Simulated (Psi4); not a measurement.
Torsional profile of C₃H₈OSi₂, SMILES C#CC[SiH2]O[SiH3]. Scanned: dihedral C2–C3–Si4–O5; all other coordinates were relaxed at GFN2-xTB. Points at φ and −φ are mirror images.

Geometry of the scan point at -120° (Å):
```
14

C      3.6318    -0.2895     0.4347
C      2.4768    -0.0094     0.5774
C      1.0813     0.3194     0.7359
Si    -0.0294    -0.4561    -0.6222
O     -0.7747     0.7412    -1.4175
Si    -1.3172     2.0665    -2.1719
H      4.6468    -0.5268     0.3202
H      0.9759     1.4075     0.7132
H      0.7618    -0.0176     1.7251
H     -1.1018    -1.2485    -0.0187
H      0.7532    -1.1966    -1.6080
H     -0.1529     2.8487    -2.5843
H     -2.0974     1.5887    -3.3100
H     -2.1344     2.7889    -1.1980
```

Computed with PBE-D3(BJ)/def2-TZVP // GFN2-xTB in Psi4.

Scanned values (°): -150, -120, -90, -60, -30, 0, 30, 60, 90, 120, 150, 180.

Problem. Locate the minima and the barriers on this grid.

Solution. Lower than their neighbours: -60° (0.0 kJ/mol), 60° (0.0 kJ/mol), 180° (1.6 kJ/mol). Higher than their neighbours: -120° (10.1 kJ/mol), 0° (4.8 kJ/mol), 120° (10.1 kJ/mol). The whole profile spans 10.1 kJ/mol.
